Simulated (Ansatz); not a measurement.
Ideal-gas functions of CH4FNOSi (`O[SiH2]/N=C/F`) at 500 K and 1 bar, from an Ansatz frequency run at PBE0-D4/def2-TZVP.

Molar mass 93.13 g/mol, point group C1 (symmetry number 1), electronic degeneracy 1, moments of inertia 33.271, 293.698, 311.083 u Å². Harmonic wavenumbers (cm⁻¹, unscaled): 87, 119, 191, 225, 349, 495, 657, 738, 837, 878, 912, 945, 976, 1006, 1141, 1375, 1826, 2230, 2241, 3097, 3919.

Use S(trans) = R[1.5 ln M + 2.5 ln T − 1.1517]; rotational temperatures θ = 24.2544 K / I; S(rot) = R[ln(√π/σ · √(T³/θAθBθC)) + 1.5]; for each mode x = 1.438777 ν̃/T, S = R[x/(eˣ − 1) − ln(1 − e⁻ˣ)] and H = RT x/(eˣ − 1); 1 cm⁻¹ = 0.0119627 kJ/mol; R = 8.31446 J/(mol·K).

Task: By hand: the entropy, in J/(mol·K).

Result: Translation 176.1. Rotation: θ = 0.729, 0.0826, 0.078 K, giving 117.0. Vibration, mode by mode: 19.85, 17.27, 13.39, 12.07, 8.62, 6.04, 4.16, 3.46, 2.76, 2.52, 2.33, 2.16, 2.02, 1.88, 1.38, 0.80, 0.27, 0.10, 0.10, 0.01, 0.00, in all 101.2. Electronic 0.0. Sum 394.3 J/(mol·K).

Task: By hand: H − E and G − E in kJ/mol, counted from the electronic energy.

Result: Zero-point energy ½ × 24244 × 0.0119627 = 145.0; thermal vibration 26.2; translation, rotation and pV give 4 RT = 16.6. H − E = 187.8 kJ/mol, and G − E = 187.8 − 500 × 394.3/1000 = -9.3 kJ/mol.

Vibration gives 26 % of the entropy, 37.1 J/(mol·K) of it from the modes under 150 cm⁻¹: soft modes count most, and the harmonic formula is weakest for them. The sum counts one conformer and one mirror image; others add a mixing term.
